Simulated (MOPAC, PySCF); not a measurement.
Potential energy surface of CF3 (cation, charge +1), singlet: umbrella (inversion) coordinate, bond length relaxed. Scanned: angle between the C-F bonds and the threefold axis (90 = planar). Other coordinates (C-F bond length) were minimised at B3LYP/def2-TZVP.

AM1, restricted, heats of formation (MOPAC); RKS-B3LYP/6-31G* = restricted B3LYP/6-31G*, spherical d run with PySCF; RHF/STO-3G = PySCF with restricted Hartree-Fock/STO-3G; CCSD(T) on RHF/cc-pVDZ, 4 core orbitals frozen (PySCF).

Energies relative to the lowest point of each profile, in eV; the last columns give the difference from CCSD(T):

| a / ° | AM1 | RKS-B3LYP/6-31G* | RHF/STO-3G | CCSD(T) | AM1 − CCSD(T) | RKS-B3LYP/6-31G* − CCSD(T) | RHF/STO-3G − CCSD(T) |
|---|---|---|---|---|---|---|---|
| 90 | 0.000 | 0.000 | 0.000 | 0.000 | 0.000 | 0.000 | 0.000 |
| 93 | 0.028 | 0.047 | 0.038 | 0.051 | -0.023 | -0.004 | -0.013 |
| 96 | 0.116 | 0.190 | 0.156 | 0.206 | -0.091 | -0.017 | -0.051 |
| 99 | 0.263 | 0.429 | 0.354 | 0.466 | -0.203 | -0.037 | -0.112 |
| 102 | 0.474 | 0.769 | 0.636 | 0.833 | -0.360 | -0.064 | -0.197 |
| 105 | 0.751 | 1.215 | 1.007 | 1.311 | -0.560 | -0.096 | -0.304 |
| 108 | 1.102 | 1.773 | 1.473 | 1.906 | -0.804 | -0.133 | -0.433 |
| 111 | 1.534 | 2.454 | 2.042 | 2.624 | -1.089 | -0.170 | -0.582 |
| 114 | 2.064 | 3.270 | 2.724 | 3.474 | -1.411 | -0.205 | -0.750 |
| 117 | 2.708 | 4.234 | 3.532 | 4.467 | -1.758 | -0.233 | -0.935 |
| 120 | 3.495 | 5.362 | 4.480 | 5.612 | -2.117 | -0.251 | -1.132 |
| 123 | 4.465 | 6.669 | 5.589 | 6.919 | -2.455 | -0.251 | -1.330 |
| 126 | 5.675 | 8.169 | 6.886 | 8.393 | -2.718 | -0.224 | -1.507 |
| 129 | 7.209 | 9.871 | 8.407 | 10.026 | -2.817 | -0.155 | -1.619 |

AM1 is furthest from CCSD(T) at 129 (-2.817 eV, below); its mean absolute difference over the points is 1.172 eV.

RKS-B3LYP/6-31G* is furthest from CCSD(T) at 120 (-0.251 eV, below); its mean absolute difference over the points is 0.131 eV.

RHF/STO-3G is furthest from CCSD(T) at 129 (-1.619 eV, below); its mean absolute difference over the points is 0.640 eV.

The scan ran from 90.0 to 132.0; beyond the range shown the relaxed coordinates jump or full CI changes its symmetry label.
